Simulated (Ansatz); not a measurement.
Ansatz results at the PBE0-D4/def2-TZVP geometry: HOMO energy (PBE/def2-TZVPP) -5.83 eV; size of the dipole moment (ωB97M-V/def2-TZVPP) 0.52 D; HOMO energy (PBE0/def2-TZVPP) -7.19 eV.

Each molecule was computed in one conformer, which needn't be the lowest.

Problem. Which molecule gave them?
A. `[CH3][W]([CH3])(=[O])=[O]`
B. `C[O][W]([OH])([OH])([OH])([OH])[Cl]`
C. `[F][W]([F])([F])(=[S])[Cl]`
D. `C[O][W](=[NH])(=[NH])[O]C`

Solution. D. The others give `[F][W]([F])([F])(=[S])[Cl]`: -7.91, 1.01, -9.21; `[CH3][W]([CH3])(=[O])=[O]`: -7.24, 3.81, -8.69; `C[O][W]([OH])([OH])([OH])([OH])[Cl]`: -6.61, 1.89, -8.07.
